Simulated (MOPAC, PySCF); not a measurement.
Isomers of CH2OSi. Isolated molecules, 0 K electronic values unless said otherwise. Strings in code marks are SMILES.

Quantity: vertical ionisation energy (energy after one electron is removed minus that of the parent at the parent's geometry), in eV.

Level 1: PBE0-D4/def2-TZVP (PySCF)
Level 2: PBE/6-31G* // PBE0-D4/def2-TZVP (PySCF)
Level 3: minus the HOMO energy of PBE0-D4/def2-TZVP (PySCF)
Level 4: minus the HOMO energy of PM6 // PBE0-D4/def2-TZVP (MOPAC)

```tsv
species	level 1	level 2	level 3	level 4
`O=C=[SiH2]`	9.02	8.96	6.82	7.87
```
